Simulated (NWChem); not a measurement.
**Total energies of H$_{6}$NSi$_{2}$**

```
N
H 1 1.0201
Si 1 1.7528 2 114.91
Si 1 1.7532 2 114.09 3 169.26
H 3 1.4883 1 107.48 2 -172.56
H 3 1.4930 5 110.14 1 -119.81
H 3 1.4951 5 108.81 6 -117.46
H 4 1.4983 1 107.46 2 161.23
H 4 1.5021 8 110.22 1 118.05
```
Charge 0, spin multiplicity 2.

All runs are NWChem calculations. The geometry was optimised at UB3LYP/def2-SVP, a minimum by its harmonic frequencies. It is one conformer; others weren't searched.

Basis set: STO-3G (29 functions).

```json
[
 {"method": "UHF", "total energy (Ha)": "-628.40754", "relative cost": "1"},
 {"method": "UMP2", "total energy (Ha)": "-628.52880", "relative cost": "under 3"},
 {"method": "UB2PLYP", "total energy (Ha)": "-629.47010", "relative cost": "under 3"},
 {"method": "UPBE", "total energy (Ha)": "-629.45370", "relative cost": "under 3"},
 {"method": "UB3LYP", "total energy (Ha)": "-629.86901", "relative cost": "under 3"},
 {"method": "UBHandHLYP", "total energy (Ha)": "-629.83039", "relative cost": "under 3"}
]
```

Total energies of different functionals aren't comparable as a measure of quality: only differences taken within one method are. The cost column gives rough processor time relative to UHF; each entry includes its own SCF.

The correlated methods keep 11 core orbitals frozen. B3LYP has NWChem's definition, with VWN1-RPA local correlation. The structure started from a generated list of species. No SCF solution was tested for a lower state. Open-shell Hartree-Fock references start from PBE0 orbitals; any time given for them includes that run.
